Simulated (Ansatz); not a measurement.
Species: C$_{3}$H$_{8}$O, charge 0, singlet. C3H8O (SMILES CCCO).
B3LYP-D3(BJ)/def2-TZVP minimum from Ansatz (a program for electronic structure):
```xyz
12

C     -1.8645    -0.1931    -0.3023
C     -0.5633    -0.0415     0.4803
C      0.6470     0.0514    -0.4275
O      1.8098     0.1901     0.3857
H     -1.8566    -1.0970    -0.9161
H     -2.0299     0.6578    -0.9677
H     -2.7210    -0.2579     0.3699
H     -0.5982     0.8550     1.1046
H     -0.4258    -0.8898     1.1558
H      0.5406     0.9120    -1.1014
H      0.7147    -0.8511    -1.0496
H      2.5829     0.2497    -0.1841
```

Total energies in cc-pVDZ, 26 correlated electrons, 4 frozen orbitals. UHF or UKS for unpaired electrons; spin-orbit terms are left out. Cores are frozen in correlated methods. No relativity.

| method | program | energy (Eh) | minus CCSDT(Q) (mEh) |
|---|---|---|---|
| HF | Ansatz | -193.12953 | 693.61 |
| MP2 | Ansatz | -193.75296 | 70.17 |
| CCSD | Ansatz | -193.80363 | 19.50 |
| CCSD(T) | Ansatz | -193.82103 | 2.10 |
| CCSDT(Q) | Ansatz | -193.82313 | 0.00 |

Rough core times of Ansatz's runs on a shared machine: CCSD(T) under 20 s, CCSDT(Q) 20 min.
